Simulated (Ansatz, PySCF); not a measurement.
This PySCF input computes a B3LYP/def2-TZVPD energy:

```python
from pyscf import gto, scf, dft

mol = gto.M(
    atom='''
    Mg    0.50444722    0.11252104    0.03963548
    F    -0.52263950    1.12999855   -1.07573318
    F    -0.14995679   -1.28002660    1.02288586
    ''',
    basis='def2-tzvpd',
    charge=-1,
    spin=1,
    verbose=4,
)

mf = dft.UKS(mol, xc='b3lyp').density_fit(auxbasis='def2-universal-jkfit')
mf.grids.level = 3
mf.conv_tol = 1e-9
mf.max_cycle = 100
mf.max_memory = 1500
mf.kernel()
if not mf.converged:
    mf = mf.newton()
    mf.kernel(mf.make_rdm1())
for _ in range(2):
    mo, _, stable, _ = mf.stability(return_status=True)
    if stable:
        break
    mf.kernel(mf.make_rdm1(mo, mf.mo_occ))
mf.analyze()
```

**Question.** Write an input for the same energy in Ansatz (a quantum-chemistry and plane-wave program) and say what it gives.

**Answer.** 
Ansatz 0.2 input:
```yaml
crystal:
  periodic: [false, false, false]
  atoms:
    - {symbol: Mg, position_ang: [0.50444722, 0.11252104, 0.03963548]}
    - {symbol: F, position_ang: [-0.52263950, 1.12999855, -1.07573318]}
    - {symbol: F, position_ang: [-0.14995679, -1.28002660, 1.02288586]}
basis:
  gaussian:
    orbitals: def2-TZVPD
hamiltonian:
  xc: {name: B3LYP}
total_charge: -1
magnetization: {spin_polarized: true, initial_magnetization: 1}
output: {forces: true}
```
It gives -400.04500 Eh, and PySCF -400.04507 Eh, a difference of 0.07 mEh, from the treatment of integrals and grids.
